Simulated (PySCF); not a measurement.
**Worked example: dipole moment from atomic charges**

GaH₂IO₂, SMILES [OH][Ga]([OH])[I]. Atoms are numbered in the order given.

```xyz
6

Ga    -0.0023     1.1252     0.0000
I     -0.0055    -1.3619     0.0000
O     -1.5540     1.9939     0.0000
H     -1.4380     2.9547     0.0000
O      1.4911     2.1015     0.0000
H      2.3065     1.5827     0.0000
```
Charge 0, spin multiplicity 1.

Geometry optimised at B3LYP-D3(BJ)/def2-SVP. The structure was generated by enumeration; whether it is a known compound was not checked. The def2 effective core potentials stand for the cores of I; spin–orbit coupling is left out. One conformer was computed; it need not be the lowest.

Charges (e) from PySCF with PBE/def2-TZVP:

```json
[
 {"atom": "Ga1", "ESP fit": "0.616", "Mulliken": "0.534"},
 {"atom": "I2", "ESP fit": "-0.136", "Mulliken": "-0.203"},
 {"atom": "O3", "ESP fit": "-0.649", "Mulliken": "-0.474"},
 {"atom": "H4", "ESP fit": "0.425", "Mulliken": "0.311"},
 {"atom": "O5", "ESP fit": "-0.588", "Mulliken": "-0.479"},
 {"atom": "H6", "ESP fit": "0.332", "Mulliken": "0.312"}
]
```

The dipole moment of the full density is 1.35 D.

What dipole moment does each set of point charges give, and which comes closer to that of the density?


μ = Σ q r, and 1 e Å = 4.8032 D.
ESP fit: Σ q r = (0.286, 0.130, 0.000) e Å, |μ| = 1.51 D.
Mulliken: Σ q r = (0.295, 0.338, 0.000) e Å, |μ| = 2.15 D.
ESP fit comes closer in size. Point charges leave out the atoms' own dipoles (lone pairs, polarised bonds); fits to the potential absorb them, partitions of the density don't.
